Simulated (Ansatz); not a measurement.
As₃P₂⁺. The state is a quintet with charge 1. Geometry PBE-D4/def2-SVP; atoms count from 1.

Cartesian coordinates in Å:
```
P -1.351 1.001 -0.183
P -0.328 0.464 1.683
As -0.978 -1.408 0.441
As 2.453 0.238 -0.538
As 0.205 -0.296 -1.403
```

At PBE0-D4/def2-TZVP a singlet of charge 1 lies 3.17 eV below the quintet, each at its own geometry. The structure comes from a short search, and lower isomers may exist.

**Question.** Estimate the Mulliken populations from the PBE0/def2-TZVP orbitals of Ansatz.

**Answer.** 
| atom | charge (e) | spin (α − β) |
| --- | --- | --- |
| P1 | 0.13 | 0.21 |
| P2 | 0.11 | 0.97 |
| As3 | 0.30 | 0.33 |
| As4 | 0.26 | 2.20 |
| As5 | 0.20 | 0.29 |
Mulliken values depend strongly on the basis.

**Question.** Where does the spin sit?

**Answer.** Summed by element: P 1.19, As 2.81, of 4 unpaired in all. Largest on single atoms: As4 2.20, P2 0.97, As3 0.33.

**Question.** And the Mayer bond orders between heavy atoms (over 0.3)?

**Answer.** P1–P2 1.15 (2.19 Å); P1–As3 0.79 (2.52 Å); P1–As5 1.02 (2.37 Å); P2–As3 1.00 (2.34 Å); As3–As5 1.02 (2.46 Å); As4–As5 0.87 (2.47 Å).
